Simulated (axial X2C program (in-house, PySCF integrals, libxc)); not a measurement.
**Low determinants of MoH at the PBE0 level, two-component**

All values were computed with an in-house all-electron X2C program for linear molecules (integrals from PySCF). Two-component (2c) means X2C with spin–orbit coupling and atomic mean-field two-electron Coulomb and Gaunt terms. Basis: Mo dyall-cv3z [11s12p9d5f3g], H dyall-v3z [6s2p1d] (cores contracted in-house); Gaussian nuclei, density fitting, unrestricted open shells. Masses: Mo 97.905 u, H 1.008 u.

Search at 1.700 Å (vertical energies from the lowest determinant):

```json
{"ΔE (eV)": "0.00", "state": "Ω = 5/2", "electrons beyond evenly filled partner blocks": "ω = 5/2", "electrons in ±ω = 1/2, 3/2, 5/2, 7/2": "28 12 3 0"}
{"ΔE (eV)": "1.52", "state": "Ω = 3/2", "electrons beyond evenly filled partner blocks": "2 × ω = -1/2, ω = 5/2", "electrons in ±ω = 1/2, 3/2, 5/2, 7/2": "28 12 3 0"}
{"ΔE (eV)": "2.07", "state": "Ω = 1/2", "electrons beyond evenly filled partner blocks": "ω = 1/2", "electrons in ±ω = 1/2, 3/2, 5/2, 7/2": "29 12 2 0"}
{"ΔE (eV)": "2.07", "state": "Ω = 3/2", "electrons beyond evenly filled partner blocks": "ω = 3/2", "electrons in ±ω = 1/2, 3/2, 5/2, 7/2": "28 13 2 0"}
{"ΔE (eV)": "2.21", "state": "Ω = 1/2", "electrons beyond evenly filled partner blocks": "ω = -1/2, ω = -3/2, ω = 5/2", "electrons in ±ω = 1/2, 3/2, 5/2, 7/2": "29 11 3 0"}
{"ΔE (eV)": "2.21", "state": "Ω = 11/2", "electrons beyond evenly filled partner blocks": "2 × ω = 3/2, ω = 5/2", "electrons in ±ω = 1/2, 3/2, 5/2, 7/2": "28 12 3 0"}
{"ΔE (eV)": "2.23", "state": "Ω = 7/2", "electrons beyond evenly filled partner blocks": "ω = -1/2, ω = 3/2, ω = 5/2", "electrons in ±ω = 1/2, 3/2, 5/2, 7/2": "29 11 3 0"}
```

Lowest determinant, Ω = 5/2 (⟨Sz⟩ = 2.50, ⟨Lz⟩ = 0.00 at PBE0): Re = 1.717 Å, ωe = 1757.4 cm⁻¹.

The determinant in row 2 of the search, Ω = 3/2 (⟨Sz⟩ = 1.50, ⟨Lz⟩ = 0.00 at PBE0), was followed along the bond at PBE0; measured from the minimum of the lowest determinant it gives:

Te = 1.521 eV (12271 cm⁻¹), Re = 1.692 Å, ωe = 1851.0 cm⁻¹.

Q: Compare the bond of the determinant in row 2 with that of the lowest one.

A: At PBE0 its Re is 0.025 Å shorter and its force constant, which goes as ωe², is 1.11 times that of the lowest determinant. T0 ≈ Te + Δωe/2 = 12271 + (47) = 12318 cm⁻¹.

The search compares states at one distance, so a state with another bond length can lie lower; it is not exhaustive and yields mostly the lowest determinant of each block pattern, so other components and higher states of one pattern are missing. These are energies of single determinants, not of spin-adapted states; PBE0 term energies can be off by some tenths of an eV, and the functional has no current term.
